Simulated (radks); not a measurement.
S VIII, 9 electrons, occupied as [He] 2s2 2p5 (the NIST ground configuration). All-electron calculation, Dirac Kohn-Sham, BLYP, spin-unpolarised, spherical densities, point nucleus; open shells fill j = l - 1/2 first. Program: a radial shooting solver on a logarithmic mesh with Libxc functionals.

Radial electron density D(r) = 4 pi r^2 rho(r):

r (bohr),D(r) (e/bohr)
0.008437,1.883
0.009287,2.218
0.01022,2.604
0.01134,3.089
0.01249,3.604
0.01374,4.189
0.01525,4.908
0.01679,5.654
0.01863,6.555
0.0205,7.471
0.02257,8.464
0.02504,9.618
0.02757,10.74
0.03035,11.90
0.03367,13.17
0.03706,14.31
0.0408,15.39
0.04527,16.44
0.04983,17.25
0.05529,17.90
0.06086,18.23
0.067,18.29
0.07434,18.02
0.08183,17.47
0.09007,16.67
0.09995,15.58
0.11,14.47
0.1221,13.29
0.1344,12.34
0.1479,11.63
0.1641,11.26
0.1807,11.31
0.1989,11.75
0.2207,12.58
0.2429,13.53
0.2674,14.48
0.2967,15.32
0.3266,15.71
0.3624,15.57
0.3989,14.85
0.4391,13.60
0.4872,11.76
0.5363,9.769
0.5903,7.703
0.655,5.586
0.721,3.894
0.7936,2.540
0.8806,1.473
0.9694,0.8203
1.076,0.3952
1.184,0.1829
1.303,0.07655
1.446,0.02626
1.592,0.008553

D(r) has 2 maxima, at r = 0.0649, 0.337 bohr, and minima at 0.169 bohr, inside which lie 2.21 electrons.
